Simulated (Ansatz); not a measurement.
Problem. Name a neutral molecule of C, F, Ge, N, O and H with HOMO–LUMO gap (B3LYP/def2-TZVPP) between 7.35 and 7.65 eV and HOMO energy (PBE0/def2-TZVPP) between -7.30 and -7.00 eV (Ansatz, PBE0-D4/def2-TZVP geometry).

Solution. `C[NH][GeH]([F])[O]C` (7.42 eV, -7.21 eV). Other molecules can fit too; these were computed, each in one conformer that needn't be the lowest.

B3LYP here is the variant with VWN-RPA as its local correlation; programs differ in this.
